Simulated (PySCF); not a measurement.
## Radial density of Mn³⁺ (manganese, charge +3)

wB97M-V, [Ar] 3d4, high-spin 5D determinant. All numbers are calculated (PySCF 2.14, scalar relativity by spin-free X2C-1e, in aug-cc-pVDZ-DK).

```
r (bohr)  4πr²ρ (e/bohr)  4πr²(ρα − ρβ)
 0.00108          0.2153         0.0000
 0.00182          0.5450         0.0000
 0.00306           1.351         0.0000
 0.00515           3.228         0.0001
 0.00867           7.256         0.0002
  0.0146           14.63         0.0005
  0.0245           24.46         0.0009
  0.0413           30.10         0.0015
  0.0694           25.41         0.0059
   0.117           24.84         0.0417
   0.196           33.25         0.2758
   0.330           18.64         1.3184
   0.555           12.52         3.3430
   0.934           12.35         3.4221
    1.57           2.547         1.1786
    2.64          0.1177         0.1028
    4.45       0.0006515         0.0006
    7.48       1.128e-05         0.0000
```

Densities and radii are taken from the X2C orbitals without a picture-change correction, which distorts them close to the nucleus.
